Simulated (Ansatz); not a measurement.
Two members of one family (Series BH2X), computed with Ansatz in the gas phase. The two geometries come from different levels. Binding counts from free atoms in the multiplicity of their measured ground term, without zero-point energy. A dash marks a value that wasn't run or was left out as unsound. The structures are stationary points that may keep the symmetry of their start.

First: BH2Me (singlet, charge 0, r2SCAN-D4/def2-TZVP geometry).

```tsv
atom	x (Å)	y (Å)	z (Å)
B1	-0.167	0.848	-0.167
H2	-0.248	1.639	0.729
H3	-0.184	1.261	-1.290
C4	0.044	-0.658	0.124
H5	1.145	-0.746	0.192
H6	-0.256	-1.338	-0.675
H7	-0.335	-1.007	1.086
```

```
              level  HOMO (eV)  LUMO (eV)  gap (eV)  vertical IE (eV)  binding per atom (eV)
   PBE-D4/def2-TZVP      -7.58      -2.25      5.33             11.35                   3.67
r2SCAN-D4/def2-TZVP      -7.89      -1.78      6.11             11.48                   3.66
     B3LYP-D4/6-31G      -8.66      -1.04      7.61                 –                   3.65
 BHLYP-D4/def2-TZVP     -10.40      -0.18     10.22                 –                   3.62
  LC-ωPBE/def2-TZVP     -11.87       1.12     12.99                 –                   3.64
```

Second: BH2(CF3) (singlet, charge 0, PBE-D4/def2-SVP geometry).

```xyz
7

B     0.057   -0.123   -0.948
H     1.057   -0.631   -1.401
H    -0.930    0.086   -1.617
C    -0.009    0.161    0.620
F     1.176    0.407    1.224
F    -0.487   -1.035    1.115
F    -0.864    1.135    1.008
```

Q: What does the change do? Estimate second minus first.

A: 
| level | Δ HOMO (eV) | Δ LUMO (eV) | Δ gap (eV) | Δ vertical IE (eV) | Δ binding per atom (eV) |
| --- | --- | --- | --- | --- | --- |
| PBE-D4/def2-TZVP | -0.90 | -1.50 | -0.60 | 0.83 | 0.35 |
| r2SCAN-D4/def2-TZVP | -0.96 | -1.59 | -0.63 | 0.92 | 0.24 |
| B3LYP-D4/6-31G | -1.15 | -1.81 | -0.66 | – | -0.02 |
| BHLYP-D4/def2-TZVP | -1.46 | -1.49 | -0.03 | – | 0.05 |
| LC-ωPBE/def2-TZVP | -1.13 | -1.41 | -0.28 | – | 0.26 |
